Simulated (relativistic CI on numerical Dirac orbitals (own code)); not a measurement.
Values are calculated unless marked as measured or tabulated.
## Quantum defects of the ns series of In III

Problem. The ns 2S levels with J = 1/2 of In III lie at 5s: 0.0, 6s: 126874.2, 7s: 169429.8 cm⁻¹ (Moore, Atomic Energy Levels, vol. III, NSRDS-NBS 35 (1971 reprint of NBS Circular 467, 1958)), and the ionisation limit at 226191.3 cm⁻¹ (NIST ASD). Find the quantum defects and predict 8s.

Working.
1. The outer electron sees the charge z = 3; R = 109736.79 cm⁻¹ for this mass. The binding energy T = limit − E defines n* = z√(R/T).
2. Values: 5s: T = 226191.3, n* = 2.0896, δ = n − n* = 2.9104; 6s: T = 99317.1, n* = 3.1534, δ = n − n* = 2.8466; 7s: T = 56761.5, n* = 4.1713, δ = n − n* = 2.8287.
3. With δ held at 2.8287: E(8s) = limit − Rz²/(8 − δ)² = 189259.8 cm⁻¹.
4. The Ritz form δ = δ₀ + a/n*² through the last two members has a = 0.4141 and δ₀ = 2.8049, so with n* ≈ 8 − 2.8287, δ(8) = 2.8204 and E = 189378.3 cm⁻¹.

Check. The measured level is 189369.6 cm⁻¹ (δ = 2.8210), so the two predictions miss by -109.8 and 8.7 cm⁻¹. The defect is large because this electron penetrates the core.
